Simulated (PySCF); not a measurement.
(CH3)3CCHF2, C5H10F2.
Atom-mapped SMILES: `[CH3:1][C:2]([CH3:3])([CH3:4])[CH:5]([F:6])[F:7]` (hydrogens: H8, H9, H10 on C1; H11, H12, H13 on C3; H14, H15, H16 on C4; H17 on C5)

Structure optimised with GFN2-xTB, isolated species.

**Question.** What internal coordinates does the optimisation give?

**Answer.** 
```tsv
bond	length (Å)	order
C1–C2, C2–C3, C2–C4	1.530	single
C2–C5	1.534	single
C5–F6, C5–F7	1.357	single
C1–H8 and 8 like bonds	1.087	single
C5–H17	1.102	single
```

Bonds in one row agree within 0.01 Å and their mean is given. Orders are formal, as drawn. A selection of angles:
```tsv
angle	degrees
C2–C1–H8	110.1
H8–C1–H9	108.7
C1–C2–C3	110.4
C1–C2–C4	110.5
C1–C2–C5	109.1
C3–C2–C5	108.1
C2–C3–H11	110.5
C2–C5–F6	111.6
C2–C5–H17	112.8
F6–C5–F7	105.7
F6–C5–H17	107.4
```

Dihedral angles: C1–C2–C5–F6 59° (synclinal).

Of the pairs four or more bonds apart, F7···H11 is among the closest relative to their van der Waals radii: 2.54 Å, 95 % of the sum of Bondi's values.

Point group: Cs (tolerance 0.08 Å). GFN2-xTB frequencies: not computed here.
